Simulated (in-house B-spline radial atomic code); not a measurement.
Orbital energies and mean radii along the 28-electron series, configuration [Ar] 3d10. The effective charge is n√(-2ε), a non-relativistic measure. Computed with a B-spline radial code for spherical atoms: Dirac-Hartree-Fock, average of the configuration, finite nuclei.

```json
{"ion": "Cu+", "Z": "29", "energy of 3d5/2 (Eh)": "-0.79752", "mean radius of 3d5/2 (bohr)": "0.98672", "energy of 3p1/2 (Eh)": "-3.7519", "mean radius of 3p1/2 (bohr)": "0.74643", "energy of 2p1/2 (Eh)": "-36.634", "mean radius of 2p1/2 (bohr)": "0.20393", "effective charge of 3d5/2": "3.7888"}
{"ion": "Zn2+", "Z": "30", "energy of 3d5/2 (Eh)": "-1.515", "mean radius of 3d5/2 (bohr)": "0.86563", "energy of 3p1/2 (Eh)": "-4.7172", "mean radius of 3p1/2 (bohr)": "0.70824", "energy of 2p1/2 (Eh)": "-40.492", "mean radius of 2p1/2 (bohr)": "0.19577", "effective charge of 3d5/2": "5.222"}
{"ion": "Ga3+", "Z": "31", "energy of 3d5/2 (Eh)": "-2.3824", "mean radius of 3d5/2 (bohr)": "0.77904", "energy of 3p1/2 (Eh)": "-5.8455", "mean radius of 3p1/2 (bohr)": "0.67207", "energy of 2p1/2 (Eh)": "-44.667", "mean radius of 2p1/2 (bohr)": "0.18821", "effective charge of 3d5/2": "6.5485"}
{"ion": "Ge4+", "Z": "32", "energy of 3d5/2 (Eh)": "-3.3858", "mean radius of 3d5/2 (bohr)": "0.71214", "energy of 3p1/2 (Eh)": "-7.1188", "mean radius of 3p1/2 (bohr)": "0.63844", "energy of 2p1/2 (Eh)": "-49.142", "mean radius of 2p1/2 (bohr)": "0.18118", "effective charge of 3d5/2": "7.8067"}
{"ion": "As5+", "Z": "33", "energy of 3d5/2 (Eh)": "-4.5177", "mean radius of 3d5/2 (bohr)": "0.65803", "energy of 3p1/2 (Eh)": "-8.5276", "mean radius of 3p1/2 (bohr)": "0.60741", "energy of 2p1/2 (Eh)": "-53.909", "mean radius of 2p1/2 (bohr)": "0.17462", "effective charge of 3d5/2": "9.0177"}
{"ion": "Se6+", "Z": "34", "energy of 3d5/2 (Eh)": "-5.7734", "mean radius of 3d5/2 (bohr)": "0.61289", "energy of 3p1/2 (Eh)": "-10.067", "mean radius of 3p1/2 (bohr)": "0.57887", "energy of 2p1/2 (Eh)": "-58.964", "mean radius of 2p1/2 (bohr)": "0.16849", "effective charge of 3d5/2": "10.194"}
{"ion": "Br7+", "Z": "35", "energy of 3d5/2 (Eh)": "-7.1498", "mean radius of 3d5/2 (bohr)": "0.57441", "energy of 3p1/2 (Eh)": "-11.733", "mean radius of 3p1/2 (bohr)": "0.55263", "energy of 2p1/2 (Eh)": "-64.305", "mean radius of 2p1/2 (bohr)": "0.16273", "effective charge of 3d5/2": "11.344"}
{"ion": "Kr8+", "Z": "36", "energy of 3d5/2 (Eh)": "-8.645", "mean radius of 3d5/2 (bohr)": "0.54105", "energy of 3p1/2 (Eh)": "-13.524", "mean radius of 3p1/2 (bohr)": "0.52849", "energy of 2p1/2 (Eh)": "-69.93", "mean radius of 2p1/2 (bohr)": "0.15733", "effective charge of 3d5/2": "12.474"}
{"ion": "Rb9+", "Z": "37", "energy of 3d5/2 (Eh)": "-10.257", "mean radius of 3d5/2 (bohr)": "0.51177", "energy of 3p1/2 (Eh)": "-15.439", "mean radius of 3p1/2 (bohr)": "0.50622", "energy of 2p1/2 (Eh)": "-75.838", "mean radius of 2p1/2 (bohr)": "0.15225", "effective charge of 3d5/2": "13.588"}
```

Q: How does the screening of 3d5/2 change?

A: Z less the effective charge goes from 25.21 at Z = 29 to 23.41 at Z = 37.
